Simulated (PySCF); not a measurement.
SMILES CC[SiH2][SiH2]c1ccccc1 (C₈H₁₄Si₂), GFN2-xTB optimised geometry.

```
24

C     -3.31    -1.00     3.14
C     -3.01    -2.50     3.10
Si    -1.38    -2.90     2.21
Si    -1.40    -2.05     0.05
C     -0.45    -0.42     0.00
C     -1.10     0.81     0.01
C     -0.39     2.00     0.01
C      1.00     1.98     0.01
C      1.66     0.76     0.00
C      0.95    -0.42     0.00
H     -2.51    -0.47     3.65
H     -3.39    -0.60     2.13
H     -4.24    -0.80     3.66
H     -2.98    -2.88     4.13
H     -3.84    -3.01     2.61
H     -0.28    -2.35     3.03
H     -1.22    -4.36     2.25
H     -0.76    -2.94    -0.93
H     -2.74    -1.77    -0.47
H     -2.18     0.84     0.01
H     -0.91     2.94     0.01
H      1.55     2.90     0.01
H      2.74     0.74     0.00
H      1.47    -1.36     0.00
```

Density from B3LYP/def2-SVP (PySCF 2.14.0) at that geometry.

Minimum of the electron density along straight lines between bonded atoms, close to the bond critical point (lines longer than 1.1 times the sum of covalent radii, or with two minima, are not listed):

```csv
bond,length / Å,ρ at the minimum / e bohr⁻³,∇²ρ there / e bohr⁻⁵,position (fraction from the first atom)
C1–C2,1.524,___,-0.54,0.50
C2–Si3,1.908,0.111,0.29,0.62
Si4–C5,1.889,0.112,0.33,0.38
C5–C6,1.391,0.309,-0.78,0.50
C6–C7,1.383,0.315,-0.82,0.50
C7–C8,1.384,0.315,-0.82,0.50
C8–C9,1.385,0.314,-0.82,0.50
C5–C10,1.392,0.309,-0.78,0.50
C9–C10,1.383,0.315,-0.82,0.50
C1–H12,1.089,0.277,-1.01,0.62
C1–H13,1.089,0.276,-1.01,0.62
C2–H14,1.091,0.272,-0.96,0.62
C2–H15,1.092,0.272,-0.96,0.62
Si3–H16,1.473,0.114,0.33,0.49
Si3–H17,1.471,0.114,0.34,0.49
Si4–H18,1.471,0.115,0.33,0.49
Si4–H19,1.473,0.114,0.33,0.49
C6–H20,1.081,0.284,-1.07,0.63
C7–H21,1.081,0.283,-1.08,0.63
C8–H22,1.080,0.284,-1.08,0.63
C9–H23,1.081,0.284,-1.08,0.63
C10–H24,1.082,0.284,-1.07,0.63
```

Q: Some entries are withheld; supply them.

A: 
- C1–C2, ρ at the minimum / e bohr⁻³: 0.242
